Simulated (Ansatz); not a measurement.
Gas-phase electronic energies from Ansatz, PBE0-D4/def2-TZVP geometries. CBS: MP2 limit from def2 TZ/QZ plus the TZ coupled-cluster correction, frozen cores. DFT in def2-TZVPP. B3LYP here is the variant with VWN-RPA as its local correlation; programs differ in this. One conformer a species, not always the lowest.

`C[BH][AlH][AlH2]` + `OC[SiH](F)F` → `F[SiH](F)C[O][AlH2]` + `C[BH][AlH2]`  (cleavage of the Al–Al bond)

Is it downhill or uphill in electronic energy at CCSD(T)/CBS, and by how much? (Estimate.)

Ansatz gave: Downhill: ΔE = -134.3 kJ/mol.

What do these levels give: PBE-D4, r2SCAN-D4, PBE0-D4, B3LYP-D4, ωB97M-V, PBE, r2SCAN, PBE0, MP2/def2-TZVPP, CCSD(T)/def2-TZVPP, SCS-MP2/def2-QZVPP, MP2/CBS(def2)? (An estimate is asked.)

Computed: PBE-D4 -111.4, r2SCAN-D4 -130.4, PBE0-D4 -116.1, B3LYP-D4 -140.1, ωB97M-V -144.7, PBE -109.2, r2SCAN -129.8, PBE0 -114.3, MP2/def2-TZVPP -147.1, CCSD(T)/def2-TZVPP -133.4, SCS-MP2/def2-QZVPP -148.5, MP2/CBS(def2) -148.0 kJ/mol.

Largest T1 diagnostic among the species: 0.013.

The D4 term adds −3.5 kJ/mol with B3LYP and −1.8 kJ/mol with PBE0; it sums over pairs of atoms, weighted by their polarisabilities, and B3LYP, whose exchange is more repulsive, gets the larger term. From PBE to PBE0 (25 % exact exchange), in def2-TZVPP and without D4, ΔE moves by −5.1 kJ/mol.
